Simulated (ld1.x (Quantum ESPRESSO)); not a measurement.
## Pseudopotential generation for Rh: TM semilocal, BLYP, scalar-relativistic.

Input for ld1.x (Quantum ESPRESSO) 7.5:

```
&input
   title='Rh', zed=45., rel=1, dft='BLYP', iswitch=3,
   config='[Kr] 4d7.5 5s0 5p0',
   nld=3, rlderiv=2.85, eminld=-7.0, emaxld=5.0, deld=0.02
 /
 &inputp
   pseudotype=1, tm=.true., lloc=2,
   nlcc=.false.,
   file_pseudopw='Rh.pp', file_wfcaegen='ae.wfc', file_wfcncgen='nc.wfc'
 /
3
5S  1  0   0.00   0.00  2.60  2.60  0.0
4P  2  1   6.00   0.00  1.70  1.70  0.0
4D  3  2   7.50   0.00  1.70  1.70  0.0
 &test
   configts(1)='4p6 4d7.5 5s0 5p0'
 /
```

Command:

```bash
ld1.x < Rh.in > Rh.out
```

The program printed (shortened: banner, matrices, multipoles, cross overlaps and the repeated all-electron block are left out):

```
Program LD1 v.7.5
     --------------------------- All-electron run ----------------------------

     Rh
     scalar relativistic calculation

     atomic number is 45.00
     dft =BLYP   lsd =0 sic =0 latt =0  beta=0.20 tr2=1.0E-14
     Exchange-correlation= BLYP
                           (   1   3   1   3   0   0   0)
     mesh =1233 r(mesh) =  98.82371 a.u. xmin = -7.00 dx = 0.01250
     1 Ry =  13.60569312 eV, c = 137.03599908

     n l     nl                  e(Ry)          e(Ha)          e(eV)
     1 0     1S 1( 2.00)     -1694.6704      -847.3352    -23057.1653
     2 0     2S 1( 2.00)      -246.5711      -123.2856     -3354.7712
     2 1     2P 1( 6.00)      -221.1076      -110.5538     -3008.3221
     3 0     3S 1( 2.00)       -44.8903       -22.4452      -610.7637
     3 1     3P 1( 6.00)       -36.5215       -18.2607      -496.8997
     4 0     4S 1( 2.00)        -7.0930        -3.5465       -96.5049
     4 1     4P 1( 6.00)        -4.7302        -2.3651       -64.3578
     3 2     3D 1(10.00)       -23.1328       -11.5664      -314.7384
     4 2     4D 1( 7.50)        -1.4233        -0.7116       -19.3646
     5 0     5S 1( 0.00)        -1.1217        -0.5609       -15.2621
     5 1     5P 1( 0.00)        -0.7362        -0.3681       -10.0165

     final scf error:  3.1E-15 reached in  31 iterations

     Etot =   -9568.208440 Ry,   -4784.104220 Ha, -130182.107776 eV

     Ekin =    9909.942303 Ry,    4954.971151 Ha,  134831.633840 eV
     Encl =  -23049.666477 Ry,  -11524.833238 Ha, -313606.688670 eV
     Eh   =    3848.892583 Ry,    1924.446291 Ha,   52366.851346 eV
     Exc  =    -277.376849 Ry,    -138.688425 Ha,   -3773.904293 eV

     normalization and overlap integrals

     s(1S/1S) =  1.000000  <r> =   0.0326  <r2> =    0.0014  r(max) =   0.0211
     s(2S/2S) =  1.000000  <r> =   0.1419  <r2> =    0.0237  r(max) =   0.1201
     s(2P/2P) =  1.000000  <r> =   0.1237  <r2> =    0.0187  r(max) =   0.0959
     s(3S/3S) =  1.000000  <r> =   0.3908  <r2> =    0.1748  r(max) =   0.3520
     s(3P/3P) =  1.000000  <r> =   0.3906  <r2> =    0.1773  r(max) =   0.3433
     s(4S/4S) =  1.000000  <r> =   0.9785  <r2> =    1.0855  r(max) =   0.8766
     s(4P/4P) =  1.000000  <r> =   1.0783  <r2> =    1.3332  r(max) =   0.9449
     s(3D/3D) =  1.000000  <r> =   0.3704  <r2> =    0.1640  r(max) =   0.2918
     s(4D/4D) =  1.000000  <r> =   1.4974  <r2> =    2.7163  r(max) =   1.1398
     s(5S/5S) =  1.000000  <r> =   2.8093  <r2> =    8.9126  r(max) =   2.4433
     s(5P/5P) =  1.000000  <r> =   3.4811  <r2> =   13.7259  r(max) =   2.9842

     ------------------------ End of All-electron run ------------------------

     --------------------- Generating NC pseudopotential ---------------------

      Generating local pot.: lloc=2, matching radius rcloc =   1.7000

      Wfc   5S  rcut= 2.569  Using Troullier-Martins method

      Wfc   4P  rcut= 1.679  Using Troullier-Martins method

     ------------------- End of pseudopotential generation -------------------

     Computing logarithmic derivative in   2.85653
     Computing logarithmic derivative in   2.85653
     Computing the partial wave expansion
     R is outside the sphere for l=    0 j= 0.00
     R is outside the sphere for l=    1 j= 0.00
       no projector for channel:   2

     ---------------------- Testing the pseudopotential ----------------------

     Rh
     scalar relativistic calculation

     atomic number is 45.00   valence charge is 15.00
     dft =BLYP   lsd =0 sic =0 latt =0  beta=0.20 tr2=1.0E-14
     mesh =1233 r(mesh) =  98.82371 xmin = -7.00 dx = 0.01250

     n l     nl             e AE (Ry)        e PS (Ry)    De AE-PS (Ry)
     2 1     4P   1( 6.00)       -4.73021       -4.73022        0.00000
     3 2     4D   1( 7.50)       -1.42327       -1.42328        0.00000
     1 0     5S   1( 0.00)       -1.12174       -1.12174        0.00000
     3 1     5P   1( 0.00)       -0.73620       -0.75200        0.01580  !

     eps = 7.6E-15  iter = 21

     Etot =   -9568.208440 Ry,   -4784.104220 Ha, -130182.107776 eV
     Etotps =  -160.470623 Ry,     -80.235311 Ha,   -2183.314046 eV

     Ekin =      71.943407 Ry,      35.971703 Ha,     978.839915 eV
     Encl =    -349.515818 Ry,    -174.757909 Ha,   -4755.404955 eV
     Ehrt =     126.568213 Ry,      63.284106 Ha,    1722.048263 eV
     Ecxc =     -17.333440 Ry,      -8.666720 Ha,    -235.833472 eV
     Epseu=       7.867016 Ry,       3.933508 Ha,     107.036202 eV

     ---------------------- End of pseudopotential test ----------------------
```

Generation and configuration tests took about 2.3 s on one core of a shared server CPU.

Transferability test of the new file with ld1.x, input:

```
&input
   title='Rh', zed=45., rel=1, dft='BLYP', iswitch=2,
   config='[Kr] 4d7.5 5s0 5p0'
 /
 &test
   file_pseudo='Rh.pp', nconf=8,
   configts(1)='4p6 4d7.5 5s0 5p0',
   configts(2)='4p6 4d8 5s1 5p0',
   configts(3)='4p6 4d8 5s0 5p0',
   configts(4)='4p6 4d7 5s0 5p0',
   configts(5)='4p6 4d8 5s0 5p1',
   configts(6)='4p6 4d5 5s0 5p0',
   configts(7)='4p6 4d6 5s0 5p0',
   configts(8)='4p6 4d7 5s1 5p1'
 /
```

```bash
ld1.x < Rh.test.in > Rh.test.out
```

Pseudopotential blocks of its output, shortened (energy terms left out; the distinct warnings before each block abridged to one line each):

```
     ---------------------- Testing the pseudopotential ----------------------

     n l     nl             e AE (Ry)        e PS (Ry)    De AE-PS (Ry)
     2 1     4P   1( 6.00)       -4.73021       -4.73022        0.00000
     3 2     4D   1( 7.50)       -1.42327       -1.42328        0.00000
     1 0     5S   1( 0.00)       -1.12174       -1.12174        0.00000
     3 1     5P   1( 0.00)       -0.73620       -0.75200        0.01580  !

     eps = 7.6E-15  iter = 34

     Etot =   -9568.208440 Ry,   -4784.104220 Ha, -130182.107776 eV
     Etotps =  -160.470623 Ry,     -80.235311 Ha,   -2183.314048 eV

     ---------------------- End of pseudopotential test ----------------------

          Warning: convergence not achieved
     ---------------------- Testing the pseudopotential ----------------------

     n l     nl             e AE (Ry)        e PS (Ry)    De AE-PS (Ry)
     2 1     4P   1( 6.00)       -3.69708       -3.70130        0.00421
     3 2     4D   1( 8.00)       -0.42839       -0.42987        0.00147
     1 0     5S   1( 1.00)       -0.31745       -0.31758        0.00013
     3 1     5P   1( 0.00)       -0.06384       -0.06845        0.00461

     eps = 4.9E-11  iter =201

     Etot =   -9569.366142 Ry,   -4784.683071 Ha, -130197.859103 eV
     Etotps =  -161.629012 Ry,     -80.814506 Ha,   -2199.074741 eV
     dEtot_ae =      -1.157701 Ry
     dEtot_ps =      -1.158390 Ry,   Delta E=       0.000688 Ry

     ---------------------- End of pseudopotential test ----------------------

          ---------------------- Testing the pseudopotential ----------------------

     n l     nl             e AE (Ry)        e PS (Ry)    De AE-PS (Ry)
     2 1     4P   1( 6.00)       -4.26891       -4.26862       -0.00028
     3 2     4D   1( 8.00)       -0.99439       -0.99448        0.00009
     1 0     5S   1( 0.00)       -0.80413       -0.80519        0.00106
     3 1     5P   1( 0.00)       -0.46723       -0.47808        0.01085  !

     eps = 7.3E-15  iter = 28

     Etot =   -9568.811348 Ry,   -4784.405674 Ha, -130190.310751 eV
     Etotps =  -161.073578 Ry,     -80.536789 Ha,   -2191.517672 eV
     dEtot_ae =      -0.602908 Ry
     dEtot_ps =      -0.602955 Ry,   Delta E=       0.000048 Ry

     ---------------------- End of pseudopotential test ----------------------

          ---------------------- Testing the pseudopotential ----------------------

     n l     nl             e AE (Ry)        e PS (Ry)    De AE-PS (Ry)
     2 1     4P   1( 6.00)       -5.22792       -5.22835        0.00044
     3 2     4D   1( 7.00)       -1.88549       -1.88538       -0.00011
     1 0     5S   1( 0.00)       -1.46211       -1.46072       -0.00139
     3 1     5P   1( 0.00)       -1.03115       -1.05283        0.02168  !

     eps = 4.4E-15  iter = 37

     Etot =   -9567.382593 Ry,   -4783.691296 Ha, -130170.871549 eV
     Etotps =  -159.644751 Ry,     -79.822376 Ha,   -2172.077496 eV
     dEtot_ae =       0.825847 Ry
     dEtot_ps =       0.825871 Ry,   Delta E=      -0.000024 Ry

     ---------------------- End of pseudopotential test ----------------------

          ---------------------- Testing the pseudopotential ----------------------

     n l     nl             e AE (Ry)        e PS (Ry)    De AE-PS (Ry)
     2 1     4P   1( 6.00)       -3.82389       -3.81504       -0.00885  !
     3 2     4D   1( 8.00)       -0.55110       -0.54328       -0.00782  !
     1 0     5S   1( 0.00)       -0.40353       -0.39901       -0.00452
     3 1     5P   1( 1.00)       -0.12343       -0.12590        0.00247

     eps = 5.8E-15  iter = 37

     Etot =   -9569.099317 Ry,   -4784.549658 Ha, -130194.228769 eV
     Etotps =  -161.367876 Ry,     -80.683938 Ha,   -2195.521803 eV
     dEtot_ae =      -0.890877 Ry
     dEtot_ps =      -0.897253 Ry,   Delta E=       0.006377 Ry

     ---------------------- End of pseudopotential test ----------------------

          ---------------------- Testing the pseudopotential ----------------------

     n l     nl             e AE (Ry)        e PS (Ry)    De AE-PS (Ry)
     2 1     4P   1( 6.00)       -7.50259       -7.50566        0.00307
     3 2     4D   1( 5.00)       -4.00176       -3.99975       -0.00201
     1 0     5S   1( 0.00)       -3.01066       -3.00407       -0.00659  !
     3 1     5P   1( 0.00)       -2.41862       -2.47559        0.05697  !

     eps = 8.3E-15  iter = 25

     Etot =   -9561.560596 Ry,   -4780.780298 Ha, -130091.659244 eV
     Etotps =  -153.823727 Ry,     -76.911863 Ha,   -2092.878422 eV
     dEtot_ae =       6.647845 Ry
     dEtot_ps =       6.646896 Ry,   Delta E=       0.000949 Ry

     ---------------------- End of pseudopotential test ----------------------

          ---------------------- Testing the pseudopotential ----------------------

     n l     nl             e AE (Ry)        e PS (Ry)    De AE-PS (Ry)
     2 1     4P   1( 6.00)       -6.31455       -6.31622        0.00167
     3 2     4D   1( 6.00)       -2.89516       -2.89454       -0.00062
     1 0     5S   1( 0.00)       -2.20199       -2.19743       -0.00456
     3 1     5P   1( 0.00)       -1.68703       -1.72378        0.03675  !

     eps = 8.9E-16  iter = 24

     Etot =   -9565.001278 Ry,   -4782.500639 Ha, -130138.472114 eV
     Etotps =  -157.263557 Ry,     -78.631779 Ha,   -2139.679703 eV
     dEtot_ae =       3.207162 Ry
     dEtot_ps =       3.207065 Ry,   Delta E=       0.000097 Ry

     ---------------------- End of pseudopotential test ----------------------

          Warning: convergence not achieved
     ---------------------- Testing the pseudopotential ----------------------

     n l     nl             e AE (Ry)        e PS (Ry)    De AE-PS (Ry)
     2 1     4P   1( 6.00)       -4.06766       -4.06336       -0.00430
     3 2     4D   1( 7.00)       -0.74201       -0.73467       -0.00735  !
     1 0     5S   1( 1.00)       -0.46556       -0.45751       -0.00805  !
     3 1     5P   1( 1.00)       -0.14947       -0.15427        0.00480

     eps = 1.4E-10  iter =201

     Etot =   -9568.888913 Ry,   -4784.444457 Ha, -130191.366084 eV
     Etotps =  -161.159079 Ry,     -80.579540 Ha,   -2192.680975 eV
     dEtot_ae =      -0.680473 Ry
     dEtot_ps =      -0.688456 Ry,   Delta E=       0.007983 Ry

     ---------------------- End of pseudopotential test ----------------------
```
